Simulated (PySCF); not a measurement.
Input and output of an EPR job on `C1C/C(C[C@@H]1F)=[C]\[H]` [radical].

Method: UKS B3LYP, pcH-1 on C F H, non-relativistic, mean-field spin-orbit, GIAO in PySCF 2.14.0.

Input of the driver that calls PySCF (job settings, then Cartesian coordinates in Å):

```
{"job": {"kind": "epr", "basis": "pcH-1"}, "charge": 0, "multiplicity": 2}
C      2.3642     0.4115     0.3504
C      1.1136     0.1867     0.1347
C     -0.0526     1.1414     0.4241
C     -1.2812     0.2387     0.4376
C     -0.9621    -0.8273    -0.6059
F     -1.2308    -0.3309    -1.8700
C      0.5349    -1.0849    -0.4583
H      3.0066     1.1676     0.7300
H      0.0917     1.6878     1.3540
H     -0.1159     1.8569    -0.3979
H     -1.3996    -0.2413     1.4094
H     -2.1966     0.7754     0.1913
H     -1.5735    -1.7312    -0.5132
H      0.9877    -1.3163    -1.4222
H      0.7092    -1.9260     0.2142
```

The self-consistent field part of the output:

```
UKS, coarse grid
  cycle   1  E = -333.14767699  |g| = 4.16e-01
  cycle   2  E = -333.11146726  |g| = 5.68e-01
  cycle   3  E = -333.21565893  |g| = 6.61e-02
  cycle   4  E = -333.21704442  |g| = 3.04e-02
  cycle   5  E = -333.21749746  |g| = 6.87e-03
  cycle   6  E = -333.21753505  |g| = 4.86e-03
  cycle   7  E = -333.21755320  |g| = 2.30e-03
  cycle   8  E = -333.21756469  |g| = 1.08e-03
  cycle   9  E = -333.21756629  |g| = 5.10e-04
UKS, final grid
  cycle   1  E = -333.21756840  |g| = 5.69e-04
  cycle   2  E = -333.21756837  |g| = 7.88e-04
  cycle   3  E = -333.21756868  |g| = 1.73e-04
  cycle   4  E = -333.21756871  |g| = 1.02e-04
  cycle   5  E = -333.21756875  |g| = 3.46e-05
  cycle   6  E = -333.21756875  |g| = 8.27e-06
E = -333.21756875 Eh   <S^2> = 0.7594 (exact 0.7500)
```

**Question.** What follows in the output?

**Answer.** 
```
g shifts (ppm)      1          2          3
  rmc          -151       -151       -151
  gc             30          8        -14
  oz_so        -427         -7        643
  total        -548       -150        479
hyperfine (MHz)  atom isotope    a_iso     a_fc   dipolar eigenvalues
    0   13C     288.73     288.73    -81.13    -58.70    139.83
    1   13C     -17.63     -17.63    -19.85      2.37     17.47
    2   13C      69.64      69.64     -8.99     -8.49     17.48
    3   13C      -0.47      -0.47     -1.26     -1.00      2.26
    4   13C      -1.93      -1.93     -0.94     -0.46      1.41
    5   19F       0.09       0.09     -2.22     -0.89      3.11
    6   13C      46.31      46.31     -5.44     -5.03     10.47
    7    1H      31.17      31.17    -32.47     -6.56     39.03
    8    1H      -9.59      -9.59     -5.73     -1.69      7.42
    9    1H     -14.46     -14.46     -4.86     -1.35      6.21
   10    1H      -0.04      -0.04     -1.42     -0.83      2.26
   11    1H       9.95       9.95     -1.39     -0.50      1.89
   12    1H       4.27       4.27     -1.15     -0.57      1.72
   13    1H     -10.32     -10.32     -4.77     -2.17      6.94
   14    1H     -11.99     -11.99     -4.43     -2.02      6.45
```

Atoms in this output count from 0. The g shifts stand along the tensor's principal axes 1 to 3: rmc is the relativistic mass correction, gc the gauge correction, oz_so the orbital-Zeeman/spin–orbit term. a_fc is the Fermi-contact part of a_iso, which also holds a spin–orbit part where one was computed. The run used 255 basis functions and 15 SCF iterations in all.

**Question.** Where does the spin sit (Mulliken spin populations, atoms from 0)?

**Answer.** 0 C +1.05, 1 C -0.19, 2 C +0.08, 6 C +0.05, 9 H -0.01, 7 H +0.01. Over all atoms they add up to 1.

Geometry: GFN2-xTB, one conformer, isolated molecule.
Labels such as C1 count atoms from 1, the log's own numbers from 0.
